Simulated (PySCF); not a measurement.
Isomers of [C7H9OS]- (charge -1), one GFN2-xTB conformer each. Single-point energies are computed at PBE0/pcSseg-1 (PySCF, gas phase, no added dispersion term), electronic only.

```json
{"SMILES": "CC(C)c1csc([O-])c1", "GFN2-xTB relative energy (kJ/mol)": "0.0"}
{"SMILES": "CCCc1ccsc1[O-]", "GFN2-xTB relative energy (kJ/mol)": "6.2"}
```

Conformers: `[CH3:1][CH:2]([CH3:3])[c:4]1[cH:5][s:6][c:7]([O-:8])[cH:9]1` (charge -1) with C1–C2–C4–C5 -119°; `[CH3:1][CH2:2][CH2:3][c:4]1[cH:5][cH:6][s:7][c:8]1[O-:9]` (charge -1) with C1–C2–C3–C4 65°, C2–C3–C4–C5 77°.

Question: What does PBE0/pcSseg-1 give for the same structures?

Answer: 
| SMILES | PBE0/pcSseg-1 E (Eh) | PBE0/pcSseg-1 (kJ/mol) | GFN2-xTB (kJ/mol) | point group |
| --- | --- | --- | --- | --- |
| CC(C)c1csc([O-])c1 | -745.01447 | 0.0 | 0.0 | Cs |
| CCCc1ccsc1[O-] | -745.01421 | 0.7 | 6.2 | C1 |

Both levels put the same isomer lowest. Neighbours under 21 kJ/mol apart (CC(C)c1csc([O-])c1 and CCCc1ccsc1[O-]) can change places with a better method, another conformer or zero-point energy.
